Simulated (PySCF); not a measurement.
C9H10OS.
Numbering: `[CH3:1][c:2]1[cH:3][cH:4][c:5]2[c:6]([cH:7]1)[S@@:8](=[O:9])[CH2:10][CH2:11]2` (hydrogens: H12, H13, H14 on C1; H15 on C3; H16 on C4; H17 on C7; H18, H19 on C10; H20, H21 on C11)

Computed, not measured: PBE0-D3(BJ)/def2-SVP geometry optimisation, gas phase (PySCF 2.14.0).

What internal coordinates does the optimisation give?

```
                  bond  length (pm)
                 C1–C2        150.1
                 C2–C3        140.3
                 C3–C4        139.4
                 C4–C5        139.3
                 C5–C6        139.5
                 C6–C7        138.8
                 C6–S8        180.8
                 S8=O9        150.3
                S8–C10        184.2
               C10–C11        152.3
                 C2–C7        139.9
                C5–C11        150.3
C1–H12, C1–H13, C1–H14        110.1
                C3–H15        109.4
                C4–H16        109.3
                C7–H17        109.4
               C10–H18        110.2
               C10–H19        109.8
               C11–H20        110.3
               C11–H21        110.1
```

Bonds in one row agree within 1 pm and their mean is given. A selection of angles:
```
     angle  degrees
  C1–C2–C3    121.0
  C1–C2–C7    120.9
  C3–C2–C7    118.1
  C2–C3–C4    121.9
  C3–C4–C5    119.7
  C4–C5–C6    118.2
 C4–C5–C11    128.2
 C6–C5–C11    113.5
  C5–C6–C7    122.5
  C5–C6–S8    112.7
  C7–C6–S8    124.5
  C2–C7–C6    119.5
  C6–S8–O9    106.6
 C6–S8–C10     87.7
 O9–S8–C10    106.9
S8–C10–C11    107.0
C5–C11–C10    105.6
```

Dihedral angles: C5–C6–S8–O9 -85° (synclinal); C6–S8–C10–C11 -33° (synclinal); S8–C10–C11–C5 36° (synclinal); C4–C5–C11–C10 160° (antiperiplanar).

S8 (sulfinyl sulfur) is pyramidal (angles 106.9°, 106.6° and 87.7°, sum 301.2°, 0.77 Å off the plane of its three neighbours). The 5-membered ring C5–C6–S8–C10–C11 has internal angles of 87.7° to 113.5° (sum 526°, against 540° for a flat polygon); it is puckered, 0.18 Å rms from its mean plane, widest ring torsion 36°. The 6-membered ring C2–C3–C4–C5–C6–C7 has internal angles of 118.1° to 122.5°; it is planar, 0.00 Å rms from its mean plane, widest ring torsion 1°. The 2 C–S bonds span 1.808 Å (C6–S8, drawn single) to 1.842 Å (S8–C10, drawn single), a spread of 0.034 Å. Of the pairs four or more bonds apart, H12···H17 is among the closest relative to their van der Waals radii: 2.46 Å, 102 % of the sum of Bondi's values. The C–C distances run from 1.388 Å (C6–C7, aromatic) to 1.523 Å (C10–C11, drawn single), a spread of 0.135 Å.

Point group: C1 (no symmetry element, even within 0.4 Å). Whether it is a minimum is left open (no frequencies). The numbers are those of one conformer.
